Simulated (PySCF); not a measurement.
A run for PySCF: R-B3LYP/3-21G on CH5OSb (SMILES C[O][SbH2]), a point of a torsion scan.

```python
from pyscf import gto, scf, dft, mp
from pyscf.data.elements import chemcore

mol = gto.M(
    atom='''
    C     1.15854327    0.07064616   -0.00931267
    O     0.17470410   -0.62928488   -0.70649336
    Sb   -1.72963026   -0.51010690   -0.11401140
    H     0.95520096    1.14560191    0.01584954
    H     1.27424374   -0.28597043    1.01926049
    H     2.09732171   -0.09512712   -0.54013746
    H    -2.16040247   -0.74622511   -1.72629338
    H    -1.82134396    1.18227203   -0.39150291
    ''',
    basis='3-21g',
    charge=0, spin=0, verbose=3, max_memory=1800)
mf = dft.RKS(mol, xc='b3lyp')
mf.conv_tol = 1e-8
mf.max_cycle = 100
mf.kernel()
if not mf.converged:
    mf = mf.newton().run(mf.mo_coeff, mf.mo_occ)
```

The log:

```
converged SCF energy = -6403.94467813053
```

The calculation finished and met its thresholds.

Cost: very roughly 6 core-seconds.
